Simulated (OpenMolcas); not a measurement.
Computed levels of 3s² 3p² in ions with 14 electrons, in cm-1 above ³P₀.

```json
{
  "Program": "OpenMolcas 26.06",
  "Method": "RASSCF",
  "Basis": "ANO-RCC-VQZP",
  "Scalar Hamiltonian": "DKH2, point nucleus",
  "Spin-orbit coupling": "RASSI with atomic mean-field integrals over the reference wave functions, term energies averaged over their components"
}
```

Active space for each ion: 4 electrons in 9 orbitals (RAS2 3s 3p; RAS3 3d, at most 2 electrons).

```json
{"Level": "³P₁", "P+": "143", "S2+": "257", "Ar4+": "666"}
{"Level": "³P₂", "P+": "412", "S2+": "731", "Ar4+": "1815"}
{"Level": "¹D₂", "P+": "10470", "S2+": "13438", "Ar4+": "18666"}
{"Level": "¹S₀", "P+": "24251", "S2+": "30345", "Ar4+": "41380"}
```

Problem. Estimate ³P₂, ¹D₂, ¹S₀ for Cl3+ from its neighbours S2+ and Ar4+.

Solution. ³P₂ is fine structure, which grows about as the fourth power of a screened charge, so the fourth roots are averaged: ((731^0.25 + 1815^0.25) / 2)^4 = 1182. The calculation gives 1186, so the estimate is off by -0.3 %; the measured value is 1341 (Moore, Atomic Energy Levels, vol. I, NSRDS-NBS 35 (1971 reprint of NBS Circular 467, 1949)).
¹D₂ is another term, which grows about linearly with the charge: (13438 + 18666) / 2 = 16052. The calculation gives 16067, so the estimate is off by -0.1 %; the measured value is 13766 (Moore, Atomic Energy Levels, vol. I, NSRDS-NBS 35 (1971 reprint of NBS Circular 467, 1949)).
¹S₀ is another term, which grows about linearly with the charge: (30345 + 41380) / 2 = 35862. The calculation gives 35945, so the estimate is off by -0.2 %; the measured value is 32550 (Moore, Atomic Energy Levels, vol. I, NSRDS-NBS 35 (1971 reprint of NBS Circular 467, 1949)).

Without dynamic correlation excited terms often stand tens of per cent too high (terms of higher spin than the ground term too low), and those without a measured partner can miss by more than the paired ones (holds for P+). The run also gave levels led by 3s 3p² 3d, 3s² 3p 3d, which use shells meant for correlation; these and all levels above them are left out (holds for P+; S2+). Active for correlation alone: 3d; no level in the range computed is led by a configuration that fills it, so any true level of that kind is missing (holds for Cl3+; Ar4+). Measured partners are found by configuration, term and J. A level has none where our copy of the source lacks it or the pairing is in doubt (some pairs that miss far off the trend of their configuration count as doubtful), and it then counts in no deviation. Only configurations of the active space appear.
